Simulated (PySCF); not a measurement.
# What a mistake does to a calculation on B2FH3Si

Calculated results; nothing here was measured. The program is PySCF 2.14.0, an open-source quantum chemistry code, run on an isolated molecule that a program drew, which may never have been made. The molecule is B2FH3Si (charge 0, singlet), drawn as the SMILES string `B[Si]BF`.

Each row is a Hartree-Fock (HF) and frozen-core CCSD(T) single point in the cc-pV(D+d)Z basis, meant for a local HF minimum. Run 1 is clean. Each other run has one planted mistake out of seven kinds, and not every kind appears here: one electron removed, one electron added, multiplicity raised by two, geometry at a saddle point, minimal basis STO-3G, one bond length entered in bohr, all coordinates scaled. The reference is restricted for singlets and unrestricted otherwise, and also for a bond in bohr. Adding or removing an electron swaps singlet and doublet. Electrons count all cores. HOMO and LUMO are orbital energies over both spins, the gradient is its largest component, and the lowest frequency (negative if imaginary) is given only where the gradient is small. Bond lengths are over the 6 bonds as drawn. T1 is the CCSD diagnostic: over 0.02 (restricted) or 0.045 (unrestricted) a single reference is doubtful.

Geometry of the clean run:
```xyz
7
B2FH3Si, angstrom
B    -0.3198    2.5701    0.4299
Si   -1.2352    3.4506    1.9527
B    -1.0657    1.8214    3.1541
F    -0.0306    1.6729    3.9857
H     0.8636    2.7077    0.2686
H    -0.9306    1.9422   -0.3934
H    -1.9249    0.9791    3.1989
```

```
run,electrons,basis functions,<S^2>,HOMO (eV),LUMO (eV),gradient (hartree/bohr),lowest frequency (cm^-1),mean bond (Å),longest bond (Å),T1,HF (hartree),CCSD(T) (hartree),mistake
1,36,80,0.000,-8.89,0.42,7.4e-06,98,1.4931,2.031,0.0215,-439.44784,-439.93845,no fault
2,36,80,0.958,-9.24,0.27,2.0e-02,-,1.6714,2.272,0.0695,-439.33752,-439.82398,one bond length entered in bohr
3,36,80,2.028,-7.97,-0.45,3.0e-02,-,1.4931,2.031,0.0223,-439.41813,-439.88504,multiplicity raised by two
4,37,80,0.796,-1.26,6.55,2.5e-02,-,1.4931,2.031,0.0264,-439.46153,-439.96993,one electron added
5,36,80,0.000,-8.93,0.17,5.4e-02,-,1.6126,2.194,0.0218,-439.41844,-439.91322,all coordinates scaled
6,35,80,0.771,-16.62,-7.08,5.7e-02,-,1.4931,2.031,0.0238,-439.15684,-439.61320,?
```

**Which mistake was planted in run 6, and what did it cost?**

It counts 35 electrons, one fewer than the clean run, at the same geometry and basis. So the mistake is: one electron removed. Subtracting run 1 and multiplying by 627.51 kcal/mol a hartree, the energy moved by 182.6 kcal/mol in HF and 204.1 kcal/mol in CCSD(T).

Cautions from the logs. Run 1: T1 is over the limit, so its CCSD(T) energy is less reliable; run 2: T1 is over the limit, so its CCSD(T) energy is less reliable; run 5: T1 is over the limit, so its CCSD(T) energy is less reliable.
